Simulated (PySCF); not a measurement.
C$_{6}$H$_{12}$O, triplet, geometry from GFN2-xTB (a higher spin typed on purpose: for a closed-shell molecule this is an excited state), with bond 11-2 at 1.3 times its length; PySCF with PBE0/STO-3G.

PySCF was given this input:
```python
from pyscf import gto, scf, dft

mol = gto.M(
    atom='''
C    -2.02710707   -1.59725888    0.34700618
C    -1.02880172   -0.45301862    0.56166129
C    -1.64092248    0.88290346    0.19633512
C     0.22064222   -0.69947597   -0.28703456
C     1.24750457    0.39780181   -0.01819008
C     2.62679557    0.06941484   -0.56263552
O     0.86172848    1.64434124   -0.09320444
H    -1.58715923   -2.54675061    0.64155769
H    -2.91896676   -1.42676290    0.94471751
H    -2.31757531   -1.65885591   -0.69948011
H    -0.64502832   -0.43199353    1.93203747
H    -2.13147259    0.85266467   -0.77403501
H    -2.32410619    1.25905767    0.95208232
H    -0.78146328    1.59319678    0.11443064
H    -0.05850937   -0.70929999   -1.35207859
H     0.67275280   -1.66213613   -0.04469136
H     3.30615374    0.87232885   -0.28969154
H     2.62016321   -0.02585255   -1.65484270
H     2.97127975   -0.86767403   -0.13098446
''',
    basis='sto-3g',
    spin=2,
    verbose=4,
)

mf = dft.UKS(mol)
mf.xc = 'pbe0'
mf.level_shift = 0.3
mf.max_cycle = 100
mf.kernel()
mf.analyze()
```

What the program printed (banner, timings and long lists left out):

```
PySCF version 2.14.0

[INPUT] verbose = 4
[INPUT] num. atoms = 19
[INPUT] num. electrons = 56
[INPUT] charge = 0
[INPUT] spin (= nelec alpha-beta = 2S) = 2
[INPUT] symmetry False subgroup None
[INPUT] Mole.unit = angstrom
[INPUT] Symbol           X                Y                Z      unit          X                Y                Z       unit  Magmom
[...]
nuclear repulsion = 313.849572220216
number of shells = 33
number of NR pGTOs = 141
number of NR cGTOs = 47
basis = sto-3g
ecp = {}

******** <class 'pyscf.dft.uks.UKS'> ********
method = UKS
initial guess = minao
damping factor = 0
level_shift factor = 0.3
DIIS = <class 'pyscf.scf.diis.CDIIS'>
diis_start_cycle = 1
diis_space = 8
diis_damp = 0
SCF conv_tol = 1e-09
SCF conv_tol_grad = None
SCF max_cycles = 100
direct_scf = True
direct_scf_tol = 1e-13
number electrons alpha = 29  beta = 27
XC library pyscf.dft.libxc version 7.1.2
    S. Lehtola, C. Steigemann, M. J. T. Oliveira, and M. A. L. Marques,  SoftwareX 7, 1–5 (2018)
XC functionals = pbe0
    C. Adamo and V. Barone,  J. Chem. Phys. 110, 6158 (1999)
    M. Ernzerhof and G. E. Scuseria,  J. Chem. Phys. 110, 5029 (1999)
radial grids:
    Treutler-Ahlrichs [JCP 102, 346 (1995); DOI:10.1063/1.469408] (M4) radial grids

becke partition: Becke, JCP 88, 2547 (1988); DOI:10.1063/1.454033
pruning grids: <function nwchem_prune>
grids dens level: 3
symmetrized grids: False
atomic radii adjust function: <function treutler_atomic_radii_adjust>
small_rho_cutoff = 0
Set gradient conv threshold to 3.16228e-05
tot grids = 216488
init E= -307.272452264158

cycle= 1 E= -306.541199375376  delta_E= 0.731  |g|= 0.442  |ddm|= 3.72
cycle= 2 E= -306.638509777451  delta_E= -0.0973  |g|= 0.422  |ddm|= 1.04
cycle= 3 E= -306.720954331232  delta_E= -0.0824  |g|= 0.189  |ddm|= 0.335
cycle= 4 E= -306.743335005938  delta_E= -0.0224  |g|= 0.0691  |ddm|= 0.216
cycle= 5 E= -306.747484409508  delta_E= -0.00415  |g|= 0.0196  |ddm|= 0.102
cycle= 6 E= -306.748228843401  delta_E= -0.000744  |g|= 0.00914  |ddm|= 0.0465
cycle= 7 E= -306.748475276131  delta_E= -0.000246  |g|= 0.00489  |ddm|= 0.0274
cycle= 8 E= -306.748555328144  delta_E= -8.01e-05  |g|= 0.00264  |ddm|= 0.0164
cycle= 9 E= -306.748577330178  delta_E= -2.2e-05  |g|= 0.0014  |ddm|= 0.00854
cycle= 10 E= -306.748583379942  delta_E= -6.05e-06  |g|= 0.000751  |ddm|= 0.00443
cycle= 11 E= -306.748585046371  delta_E= -1.67e-06  |g|= 0.000404  |ddm|= 0.00228
cycle= 12 E= -306.748585527664  delta_E= -4.81e-07  |g|= 0.000217  |ddm|= 0.00122
cycle= 13 E= -306.748585673677  delta_E= -1.46e-07  |g|= 0.000119  |ddm|= 0.000673
cycle= 14 E= -306.748585721837  delta_E= -4.82e-08  |g|= 7.11e-05  |ddm|= 0.000388
cycle= 15 E= -306.748585740732  delta_E= -1.89e-08  |g|= 4.68e-05  |ddm|= 0.000248
cycle= 16 E= -306.748585750547  delta_E= -9.81e-09  |g|= 3.18e-05  |ddm|= 0.000191
cycle= 17 E= -306.748585756094  delta_E= -5.55e-09  |g|= 2.18e-05  |ddm|= 0.000157
cycle= 18 E= -306.748585758951  delta_E= -2.86e-09  |g|= 1.58e-05  |ddm|= 0.000117
cycle= 19 E= -306.748585760624  delta_E= -1.67e-09  |g|= 1.04e-05  |ddm|= 0.0001
cycle= 20 E= -306.748585761339  delta_E= -7.15e-10  |g|= 7.06e-06  |ddm|= 6.58e-05
Extra cycle  E= -306.748585761638  delta_E= -2.99e-10  |g|= 4.63e-06  |ddm|= 4.28e-05
converged SCF energy = -306.748585761638  <S^2> = 2.0020931  2S+1 = 3.0013951
**** SCF Summaries ****
Total Energy =                        -306.748585761638196
Nuclear Repulsion Energy =             313.849572220215578
One-electron Energy =                -1038.797218357490465
Two-electron Energy =                  418.199060375636691
Two-electron Coulomb Energy =          463.534142509551145
DFT Exchange-Correlation Energy =      -45.335082133914426
**** MO energy ****
                             alpha | beta                alpha | beta
[...]
To work with the spin densities directly, `use mulliken_meta_spin()` only printing them here.

 ** Mulliken spin pop alpha/beta on meta-lowdin orthogonal AOs **
 ** Mulliken Spin Density (per AO)  **
spin_pop of  0 C 1s        0.00000
spin_pop of  0 C 2s        0.00207
spin_pop of  0 C 2px       0.00330
spin_pop of  0 C 2py       0.00417
spin_pop of  0 C 2pz       0.00051
spin_pop of  1 C 1s        0.00000
spin_pop of  1 C 2s        0.00104
spin_pop of  1 C 2px       0.00341
spin_pop of  1 C 2py      -0.00197
spin_pop of  1 C 2pz      -0.00052
spin_pop of  2 C 1s       -0.00000
spin_pop of  2 C 2s        0.00764
spin_pop of  2 C 2px       0.03684
spin_pop of  2 C 2py       0.03184
spin_pop of  2 C 2pz       0.00267
spin_pop of  3 C 1s        0.00000
spin_pop of  3 C 2s        0.00362
spin_pop of  3 C 2px       0.02750
spin_pop of  3 C 2py       0.02291
spin_pop of  3 C 2pz      -0.00706
spin_pop of  4 C 1s       -0.00001
spin_pop of  4 C 2s        0.07003
spin_pop of  4 C 2px       0.01175
spin_pop of  4 C 2py      -0.00214
spin_pop of  4 C 2pz       0.60422
spin_pop of  5 C 1s        0.00000
spin_pop of  5 C 2s        0.00719
spin_pop of  5 C 2px       0.03451
spin_pop of  5 C 2py       0.00449
spin_pop of  5 C 2pz      -0.00296
spin_pop of  6 O 1s       -0.00000
spin_pop of  6 O 2s        0.01243
spin_pop of  6 O 2px       0.75314
spin_pop of  6 O 2py       0.06786
spin_pop of  6 O 2pz       0.25066
spin_pop of  7 H 1s       -0.00006
spin_pop of  8 H 1s        0.00002
spin_pop of  9 H 1s       -0.00039
spin_pop of  10 H 1s        0.00102
spin_pop of  11 H 1s       -0.00156
spin_pop of  12 H 1s       -0.00061
spin_pop of  13 H 1s       -0.01814
spin_pop of  14 H 1s        0.02787
spin_pop of  15 H 1s        0.00212
spin_pop of  16 H 1s        0.00173
spin_pop of  17 H 1s        0.03124
spin_pop of  18 H 1s        0.00761
 ** Mulliken Spin Density (per atom)  **
spin density of  0 C =      0.01005
spin density of  1 C =      0.00196
spin density of  2 C =      0.07899
spin density of  3 C =      0.04697
spin density of  4 C =      0.68386
spin density of  5 C =      0.04322
spin density of  6 O =      1.08409
spin density of  7 H =     -0.00006
spin density of  8 H =      0.00002
spin density of  9 H =     -0.00039
spin density of  10 H =      0.00102
spin density of  11 H =     -0.00156
spin density of  12 H =     -0.00061
spin density of  13 H =     -0.01814
spin density of  14 H =      0.02787
spin density of  15 H =      0.00212
spin density of  16 H =      0.00173
spin density of  17 H =      0.03124
spin density of  18 H =      0.00761
 ** Mulliken pop alpha/beta on meta-lowdin orthogonal AOs **
 ** Mulliken pop       alpha | beta **
In total            29.00000 | 27.00000
 ** Mulliken atomic charges   ( Nelec_alpha | Nelec_beta ) **
charge of  0C =     -0.15410  (     3.08207      3.07202 )
charge of  1C =      0.02753  (     2.98721      2.98526 )
charge of  2C =     -0.16367  (     3.12133      3.04234 )
charge of  3C =     -0.08612  (     3.06654      3.01957 )
charge of  4C =     -0.04819  (     3.36603      2.68217 )
charge of  5C =     -0.14940  (     3.09631      3.05309 )
charge of  6O =      0.00072  (     4.54169      3.45759 )
charge of  7H =      0.04875  (     0.47560      0.47565 )
charge of  8H =      0.04992  (     0.47505      0.47503 )
charge of  9H =      0.04796  (     0.47583      0.47621 )
charge of  10H =      0.00414  (     0.49844      0.49742 )
charge of  11H =      0.04863  (     0.47490      0.47647 )
charge of  12H =      0.05182  (     0.47378      0.47439 )
charge of  13H =      0.06416  (     0.45885      0.47699 )
charge of  14H =      0.04307  (     0.49240      0.46453 )
charge of  15H =      0.05233  (     0.47490      0.47278 )
charge of  16H =      0.05501  (     0.47336      0.47163 )
charge of  17H =      0.04921  (     0.49102      0.45978 )
charge of  18H =      0.05823  (     0.47469      0.46708 )
Dipole moment(X, Y, Z, Debye): -0.01093, -0.79108, -0.55407
```
